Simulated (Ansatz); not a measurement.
`C[O][Ge]([CH3])([OH])[Cl]` at its PBE0-D4/def2-TZVP geometry, where that method's forces vanish. Total charge 0; spin multiplicity 1.

```xyz
13

C    -1.1038    1.8289   -0.5651
O    -0.8708    0.7575    0.3245
Ge    0.4491   -0.3673    0.0386
C     0.3880   -1.7262    1.3904
O     0.3289   -1.0442   -1.5885
Cl    2.2966    0.7612    0.0563
H    -1.2895    1.4754   -1.5853
H    -0.2619    2.5300   -0.5812
H    -1.9906    2.3616   -0.2169
H    -0.5194   -2.3156    1.2570
H     0.3764   -1.2586    2.3742
H     1.2594   -2.3734    1.3006
H     0.9376   -0.6293   -2.2046
```

Question: What forces (eV/Å) does r2SCAN-D4/def2-TZVPP give on these atoms in the Gaussian-basis code of Ansatz? (An estimate is asked.)

Answer: Ansatz gave: 
```
C1  -0.043  0.241 -0.210
O2  -0.048 -0.201  0.252
Ge3  0.056 -0.014  0.030
C4  -0.019 -0.017  0.015
O5  -0.059 -0.079 -0.055
Cl6  0.071  0.043  0.006
H7   0.003 -0.001 -0.001
H8  -0.002 -0.004  0.000
H9   0.014 -0.012 -0.001
H10  0.019  0.010  0.005
H11 -0.001 -0.011 -0.023
H12 -0.022  0.017  0.001
H13  0.030  0.028 -0.019
```
